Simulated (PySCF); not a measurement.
Ga(NMe2)(SiH3)2, C2H12GaNSi2, SMILES [N]([Ga]([SiH3])[SiH3])(C)C at its GFN2-xTB optimised geometry (Å):

```
18

Ga    -0.6405     0.1725     1.8285
N     -0.4062     1.1487     3.4134
C      0.5640     2.2143     3.5827
C     -1.1719     0.9370     4.6276
H      0.0801     3.1698     3.8283
H      1.2709     1.9809     4.3916
H      1.1296     2.3366     2.6535
H     -0.5266     0.6559     5.4715
H     -1.7184     1.8467     4.9145
H     -1.8980     0.1352     4.4596
Si     0.3840     1.4070     0.0000
H     -0.0069     0.8845    -1.3292
H      1.8646     1.4070     0.0000
H     -0.0299     2.8276     0.0000
Si    -1.8609    -1.8682     2.3418
H     -1.8646    -2.8276     1.2138
H     -3.2861    -1.6716     2.6914
H     -1.2539    -2.5983     3.4768
```

Computed with B3LYP/def2-SVP (PySCF). Cells within 0.4 Å of a nucleus heavier than hydrogen are left out (blank, or x).

Map of the Laplacian of the electron density (e/bohr⁵), clipped to [-1.50, 1.50] on the plane z = 0.0 Å:

```
|5555555555555555555555555555555|
|5555555555555555555555555555555|
|5555555555555555555555555555555|
|5555555555555555555555555555555|
|5555555555555555555555555555555|
|5555555555555555555555555555555|
|5555555555555541455555555555555|
|5555555555555530355555555555555|
|5555555555555543445555555555555|
|5555555555555546985455555555555|
|5555555555555559xx7433555555555|
|555555555555556xxx9300555555555|
|5555555555555559996444555555555|
|5555555555555545655555555555555|
|5555555555555555555555555555555|
|5555555555555555555555555555555|
|5555555555555555555555555555555|
|5555555555555555555555555555555|
|5555555555555555555555555555555|
|5555555555555555555555555555555|
|5555555555555555555555555555555|
|5555555555555555555555555555555|
|5555555555555555555555555555555|
|5555555555555555555555555555555|
|5555555555555555555555555555555|
|5555555555555555555555555555555|
|5555555555555555555555555555555|
|5555555555555555555555555555555|
|5555555555555555555555555555555|
|5555555555555555555555555555555|
|5555555555555555555555555555555|
```
Scale: ten equal steps from -1.50 (start of '0') to 1.50 (end of '9'), in the order '0123456789'; x runs from -5.00 to 5.00, y from -5.00 (bottom) to 5.00 (top).
